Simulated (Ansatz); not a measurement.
Ansatz (an electronic-structure program) input (B3LYP-D3(BJ)/def2-TZVP):

Ansatz 0.2 input:
```yaml
crystal:
  periodic: [false, false, false]
  atoms:
    - {symbol: Al, position_ang: [0.00000000, 0.00000000, 0.00000000]}
    - {symbol: H, position_ang: [0.00000000, 0.00000000, 1.54907623]}
    - {symbol: H, position_ang: [-0.00000000, -0.00000000, -1.54907623]}
basis:
  gaussian:
    orbitals: def2-TZVP
hamiltonian:
  xc: b3lyp
  dispersion: d3bj
total_charge: 1
phonons: {temperatures: {t_min: 298.15, t_max: 298.15, t_step: 100}}
```

Output:

```
Functional definition: B3LYP
integrals: 0.01 GiB planned
347 factors; their error is unknown
mean field: 0.08 GiB planned
mean field evaluation 1: about -6620.5239 eV, gradient 1.4e1 eV
mean field evaluation 2: about -6621.1682 eV, gradient 5.1e0 eV
mean field evaluation 4: about -6621.2804 eV, gradient 8.6e-2 eV
mean field evaluation 8: about -6621.2894 eV, gradient 2.3e-4 eV
mean field -6621.28940026 eV, -243.3278973884 hartree, gradient 2.0e-5 eV, S^2 0.000000; 0 other end points of the search recorded, 0 dependent functions left out
the calculation of the forces begins
reference -6621.28960101 eV, -243.3279047658 hartree; 7, 7 occupied and 42, 42 virtual orbitals, 347 factors
these checks for a lower state are left out or cut short: stability, starts, cluster_reference, orbital_swaps, neighbouring_geometries, increment
integrals: 0.01 GiB planned
347 factors; their error is unknown
mean field: 0.08 GiB planned
mean field evaluation 16: about -6621.2894 eV, gradient 1.0e-6 eV
mean field -6621.28939374 eV, -243.3278971490 hartree, gradient 1.0e-6 eV, S^2 0.000000; 0 other end points of the search recorded, 0 dependent functions left out
the calculation of the forces begins
reference -6621.28959449 eV, -243.3279045263 hartree; 7, 7 occupied and 42, 42 virtual orbitals, 347 factors
these checks for a lower state are left out or cut short: stability, starts, cluster_reference, orbital_swaps, neighbouring_geometries, increment
integrals: 0.01 GiB planned
347 factors; their error is unknown
mean field: 0.08 GiB planned
mean field -6621.28939374 eV, -243.3278971490 hartree, gradient 1.0e-6 eV, S^2 0.000000; 0 other end points of the search recorded, 0 dependent functions left out
the calculation of the forces begins
reference -6621.28959449 eV, -243.3279045263 hartree; 7, 7 occupied and 42, 42 virtual orbitals, 347 factors
these checks for a lower state are left out or cut short: stability, starts, cluster_reference, orbital_swaps, neighbouring_geometries, increment
integrals: 0.01 GiB planned
347 factors; their error is unknown
mean field: 0.08 GiB planned
mean field evaluation 32: about -6621.2894 eV, gradient 1.0e-6 eV
mean field -6621.28939374 eV, -243.3278971490 hartree, gradient 1.0e-6 eV, S^2 0.000000; 0 other end points of the search recorded, 0 dependent functions left out
the calculation of the forces begins
reference -6621.28959449 eV, -243.3279045263 hartree; 7, 7 occupied and 42, 42 virtual orbitals, 347 factors
these checks for a lower state are left out or cut short: stability, starts, cluster_reference, orbital_swaps, neighbouring_geometries, increment
integrals: 0.01 GiB planned
347 factors; their error is unknown
mean field: 0.08 GiB planned
mean field -6621.28939374 eV, -243.3278971490 hartree, gradient 1.0e-6 eV, S^2 0.000000; 0 other end points of the search recorded, 0 dependent functions left out
the calculation of the forces begins
reference -6621.28959449 eV, -243.3279045263 hartree; 7, 7 occupied and 42, 42 virtual orbitals, 347 factors
these checks for a lower state are left out or cut short: stability, starts, cluster_reference, orbital_swaps, neighbouring_geometries, increment
integrals: 0.01 GiB planned
347 factors; their error is unknown
mean field: 0.08 GiB planned
mean field -6621.28930389 eV, -243.3278938468 hartree, gradient 1.0e-6 eV, S^2 0.000000; 0 other end points of the search recorded, 0 dependent functions left out
the calculation of the forces begins
reference -6621.28950463 eV, -243.3279012241 hartree; 7, 7 occupied and 42, 42 virtual orbitals, 347 factors
these checks for a lower state are left out or cut short: stability, starts, cluster_reference, orbital_swaps, neighbouring_geometries, increment
integrals: 0.01 GiB planned
347 factors; their error is unknown
mean field: 0.08 GiB planned
mean field -6621.28930389 eV, -243.3278938468 hartree, gradient 1.0e-6 eV, S^2 0.000000; 0 other end points of the search recorded, 0 dependent functions left out
the calculation of the forces begins
reference -6621.28950463 eV, -243.3279012241 hartree; 7, 7 occupied and 42, 42 virtual orbitals, 347 factors
these checks for a lower state are left out or cut short: stability, starts, cluster_reference, orbital_swaps, neighbouring_geometries, increment
integrals: 0.01 GiB planned
347 factors; their error is unknown
mean field: 0.08 GiB planned
mean field -6621.28939863 eV, -243.3278973286 hartree, gradient 7.5e-7 eV, S^2 0.000000; 0 other end points of the search recorded, 0 dependent functions left out
the calculation of the forces begins
reference -6621.28959938 eV, -243.3279047060 hartree; 7, 7 occupied and 42, 42 virtual orbitals, 347 factors
these checks for a lower state are left out or cut short: stability, starts, cluster_reference, orbital_swaps, neighbouring_geometries, increment
integrals: 0.01 GiB planned
347 factors; their error is unknown
mean field: 0.08 GiB planned
mean field evaluation 64: about -6621.2894 eV, gradient 4.5e-5 eV
mean field -6621.28939863 eV, -243.3278973286 hartree, gradient 7.5e-7 eV, S^2 0.000000; 0 other end points of the search recorded, 0 dependent functions left out
the calculation of the forces begins
reference -6621.28959938 eV, -243.3279047060 hartree; 7, 7 occupied and 42, 42 virtual orbitals, 347 factors
these checks for a lower state are left out or cut short: stability, starts, cluster_reference, orbital_swaps, neighbouring_geometries, increment
integrals: 0.01 GiB planned
347 factors; their error is unknown
mean field: 0.08 GiB planned
mean field -6621.28939863 eV, -243.3278973286 hartree, gradient 7.5e-7 eV, S^2 0.000000; 0 other end points of the search recorded, 0 dependent functions left out
the calculation of the forces begins
reference -6621.28959938 eV, -243.3279047060 hartree; 7, 7 occupied and 42, 42 virtual orbitals, 347 factors
these checks for a lower state are left out or cut short: stability, starts, cluster_reference, orbital_swaps, neighbouring_geometries, increment
integrals: 0.01 GiB planned
347 factors; their error is unknown
mean field: 0.08 GiB planned
mean field -6621.28939863 eV, -243.3278973286 hartree, gradient 7.5e-7 eV, S^2 0.000000; 0 other end points of the search recorded, 0 dependent functions left out
the calculation of the forces begins
reference -6621.28959938 eV, -243.3279047060 hartree; 7, 7 occupied and 42, 42 virtual orbitals, 347 factors
these checks for a lower state are left out or cut short: stability, starts, cluster_reference, orbital_swaps, neighbouring_geometries, increment
integrals: 0.01 GiB planned
347 factors; their error is unknown
mean field: 0.08 GiB planned
mean field -6621.28935784 eV, -243.3278958296 hartree, gradient 9.8e-7 eV, S^2 0.000000; 0 other end points of the search recorded, 0 dependent functions left out
the calculation of the forces begins
reference -6621.28955863 eV, -243.3279032082 hartree; 7, 7 occupied and 42, 42 virtual orbitals, 347 factors
these checks for a lower state are left out or cut short: stability, starts, cluster_reference, orbital_swaps, neighbouring_geometries, increment
integrals: 0.01 GiB planned
347 factors; their error is unknown
mean field: 0.08 GiB planned
mean field -6621.28934737 eV, -243.3278954448 hartree, gradient 8.8e-7 eV, S^2 0.000000; 0 other end points of the search recorded, 0 dependent functions left out
the calculation of the forces begins
reference -6621.28954808 eV, -243.3279028208 hartree; 7, 7 occupied and 42, 42 virtual orbitals, 347 factors
Total energy: -6621.32974561 eV, -243.3293800527 hartree
Atom 0 at     0.000000     0.000000     0.000000 Å, force    -0.000000    -0.000000     0.000000 eV/Å
Atom 1 at     0.000000     0.000000     1.549076 Å, force     0.000000     0.000000     0.000834 eV/Å
Atom 2 at    -0.000000    -0.000000    -1.549076 Å, force     0.000000     0.000000    -0.000834 eV/Å
Dipole moment:     0.000000    -0.000000     0.000000 e Å
Vibrations: 549.65 549.65 2017.08 2114.71 cm⁻¹, zero-point energy 0.324286 eV
```
